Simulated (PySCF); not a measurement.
Frontier orbitals and the lowest excitations

C9H24AlP.
Numbering: `[CH3:1][CH2:2][P+:3]([CH2:4][CH3:5])([CH2:6][CH3:7])[Al-:8]([CH3:9])([CH3:10])[CH3:11]` (hydrogens: H12, H13, H14 on C1; H15, H16 on C2; H17, H18 on C4; H19, H20, H21 on C5; H22, H23 on C6; H24, H25, H26 on C7; H27, H28, H29 on C9; H30, H31, H32 on C10; H33, H34, H35 on C11)

Structure used (PBE0-D3(BJ)/def2-SVP), in Å, numbered top down from 1:
```xyz
35
C9H24AlP angstrom
C     -1.057   -1.573    2.319
C     -1.380   -1.556    0.831
P     -0.722   -0.078   -0.043
C     -1.356   -0.258   -1.761
C     -0.748   -1.435   -2.511
C     -1.696    1.320    0.649
C     -1.389    2.658   -0.009
Al     1.755    0.206    0.112
C      1.914    1.174    1.844
C      2.359   -1.690    0.098
C      2.105    1.262   -1.539
H      0.027   -1.494    2.492
H     -1.405   -2.509    2.780
H     -1.543   -0.743    2.855
H     -0.920   -2.428    0.337
H     -2.467   -1.618    0.652
H     -2.458   -0.326   -1.726
H     -1.107    0.685   -2.274
H     -1.020   -2.399   -2.056
H      0.350   -1.371   -2.529
H     -1.101   -1.452   -3.553
H     -2.770    1.071    0.582
H     -1.440    1.362    1.720
H     -0.316    2.894    0.054
H     -1.942    3.469    0.487
H     -1.671    2.670   -1.073
H      2.977    1.377    2.070
H      1.406    2.154    1.847
H      1.521    0.600    2.702
H      3.463   -1.733    0.129
H      2.055   -2.248   -0.805
H      2.006   -2.265    0.972
H      1.618    2.252   -1.541
H      1.793    0.742   -2.463
H      3.189    1.450   -1.646
```

Method used: PySCF 2.14.0, density-fitted response routines, TDDFT CAM-B3LYP/def2-SVPD, vertical, gas phase, core orbitals frozen in the response.

Kohn–Sham orbitals with the atoms that hold most of them (Löwdin shares over 4%, at most four atoms; ? is withheld):

| orbital | ε (eV) | atoms |
| --- | --- | --- |
| LUMO+2 | 1.24 | C5 10%, C1 8%, C4 7%, H14 6% |
| LUMO+1 | 1.24 | C7 12%, C2 8%, H25 6%, P3 6% |
| LUMO | ? | ? |
| HOMO | -8.10 | C10 35%, C11 19%, Al8 18%, H32 5% |
| HOMO-1 | -8.10 | C9 34%, C11 20%, Al8 18%, H29 5% |
| HOMO-2 | -8.46 | P3 33%, Al8 12%, C10 8%, C9 7% |
| HOMO-3 | -10.63 | C4 22%, P3 18%, C5 11%, C2 8% |

**Question.** Which atoms hold the LUMO, and with what shares?

**Answer.** Al8 (bonded to 3 C and P) 15%; H16 (bonded to C) 6%; H22 (bonded to C) 5%; H17 (bonded to C) 5%. By element: hydrogen 16% or more, aluminium 15%.

**Question.** What is the LUMO energy, and the HOMO–LUMO gap?

**Answer.** ε(LUMO) = 0.96 eV; the gap is 9.06 eV (0.3328 hartree).

Within 0.005 eV of a neighbour in this list lie HOMO-1/HOMO and LUMO+1/LUMO+2.

**Question.** How does S1 compare with the orbital gap of 9.06 eV?

**Answer.** S1 is at 6.51 eV (f = 0.076), 2.55 eV below the gap, made of HOMO-1/HOMO→LUMO (≥48%), HOMO-1/HOMO→LUMO+3 (≥19%). S1/S2 lie within about 0.01 eV of each other. 

Next come S2 at 6.51 eV (f 0.077), HOMO-1/HOMO→LUMO (≥47%), HOMO-1/HOMO→LUMO+3 (≥17%); S3 at 6.86 eV (f 0.061), HOMO-1/HOMO→LUMO+1/LUMO+2 (≥52%), HOMO-2→LUMO (11%); S4 at 6.96 eV (f 0.062), HOMO-2→LUMO+1/LUMO+2 (≥56%), HOMO-2→LUMO+4 (13%); S5 at 6.97 eV (f 0.050), HOMO-2→LUMO+1/LUMO+2 (≥43%), HOMO-1/HOMO→LUMO+1/LUMO+2 (≥14%), HOMO-2→LUMO+5 (11%).

Orbitals of the list HOMO-3 to LUMO+2 that lie within 0.01 eV of each other are written together with a slash and their weights summed (≥ marks a lower bound); for degenerate orbitals outside that list single weights are arbitrary.

Löwdin shares depend on the basis, the more so with diffuse functions.

On one thread, Arm Neoverse V1 (aarch64), shared host, this took 7.1 min and 2.9 GiB of memory at its peak.

One conformer stands for the species.
